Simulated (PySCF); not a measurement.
Method: PBE0/[I def2-TZVP with ECP28, Cl def2-TZVP], scalar-relativistic core potentials, density fitting, no spin–orbit coupling, PySCF.

Each entry is the lowest minimum that a search over a few typed start shapes (and spin states, where more than one is plausible) found, or that minimum re-optimised at the stated level; isomers with ligand–ligand bonds, or fragments after loss of a ligand pair, can lie lower. Open shells are unrestricted.

ICl2 is a doublet of C2v symmetry with I–Cl 2.421 Å (×2); Cl–I–Cl 151.1°. Its wavenumbers are 91, 291, 317 cm⁻¹.

(1) What changes when one electron is removed, giving ICl₂⁺?

## Answers

(1) It costs 9.00 eV between the minima (9.02 eV with zero-point energy). ICl₂⁺ is a singlet of C2v symmetry with I–Cl 2.256 Å (×2); Cl–I–Cl 102.3°; wavenumbers 139, 416, 424 cm⁻¹.
